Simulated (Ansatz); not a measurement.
Relaxation of H$_{5}$InO$_{3}$ (9 atoms, charge 0, multiplicity 1), to a largest force component of 0.03 eV/Å in at most 50 steps.

Level of theory: RKS CAM-B3LYP-D4/def2-SVP (Ansatz 0.2.0).

```xyz
9
Properties=species:S:1:pos:R:3:forces:R:3
In 1.195 0.269 1.547 0.07 0.55 3.05
O -0.561 1.035 -1.222 0.25 0.16 0.19
O -0.645 -0.615 0.902 -0.01 0.00 0.01
O 1.511 -0.821 -0.475 -0.05 0.02 0.04
H -0.835 0.397 -0.527 -0.32 -0.16 0.17
H 1.040 0.021 -0.275 0.00 -0.57 -3.38
H -1.030 1.850 -1.000 0.04 -0.06 -0.04
H -1.419 -0.708 1.470 0.03 0.00 -0.02
H 0.745 -1.428 -0.420 -0.01 0.05 -0.01
```

**Question.** Where does it end, and by what steps?

**Answer.** The run converged. After 17 steps the energy has fallen by 1.413 eV; H6 moved furthest, 0.90 Å. Parted: In1–H6.

```json
{"step": "0", "energy less start (eV)": "0.0000", "largest force component (eV/Å)": "3.375", "accepted": "yes"}
{"step": "1", "energy less start (eV)": "-0.7260", "largest force component (eV/Å)": "1.723", "accepted": "yes"}
{"step": "2", "energy less start (eV)": "-1.0540", "largest force component (eV/Å)": "1.476", "accepted": "yes"}
{"step": "3", "energy less start (eV)": "-1.2462", "largest force component (eV/Å)": "1.351", "accepted": "yes"}
{"step": "4", "energy less start (eV)": "-1.3262", "largest force component (eV/Å)": "0.535", "accepted": "yes"}
{"step": "5", "energy less start (eV)": "-1.3220", "largest force component (eV/Å)": "0.460", "accepted": "no"}
{"step": "6", "energy less start (eV)": "-1.3414", "largest force component (eV/Å)": "0.265", "accepted": "yes"}
{"step": "7", "energy less start (eV)": "-1.3586", "largest force component (eV/Å)": "0.284", "accepted": "yes"}
{"step": "8", "energy less start (eV)": "-1.3296", "largest force component (eV/Å)": "1.514", "accepted": "no"}
{"step": "9", "energy less start (eV)": "-1.3697", "largest force component (eV/Å)": "0.415", "accepted": "yes"}
{"step": "10", "energy less start (eV)": "-1.3848", "largest force component (eV/Å)": "0.355", "accepted": "yes"}
{"step": "11", "energy less start (eV)": "-1.3989", "largest force component (eV/Å)": "0.411", "accepted": "yes"}
{"step": "12", "energy less start (eV)": "-1.3943", "largest force component (eV/Å)": "0.888", "accepted": "no"}
{"step": "13", "energy less start (eV)": "-1.4080", "largest force component (eV/Å)": "0.224", "accepted": "yes"}
{"step": "14", "energy less start (eV)": "-1.4103", "largest force component (eV/Å)": "0.095", "accepted": "yes"}
{"step": "15", "energy less start (eV)": "-1.4120", "largest force component (eV/Å)": "0.063", "accepted": "yes"}
{"step": "16", "energy less start (eV)": "-1.4122", "largest force component (eV/Å)": "0.040", "accepted": "yes"}
{"step": "17", "energy less start (eV)": "-1.4131", "largest force component (eV/Å)": "0.021", "accepted": "yes"}
```

```xyz
9
Properties=species:S:1:pos:R:3
In 0.960 0.609 1.537
O -0.318 1.152 -0.810
O -0.717 -0.656 0.882
O 1.456 -0.876 -0.438
H -0.832 0.452 -0.308
H 1.184 -0.246 -1.127
H -0.922 1.872 -1.023
H -1.393 -1.076 1.424
H 0.582 -1.232 -0.137
```

Whether the end is a true minimum wasn't checked by a vibrational analysis.

Time of the run: 56 s on 2 threads of Arm Neoverse V1, with other jobs on the host, peak memory 0.23 GiB.
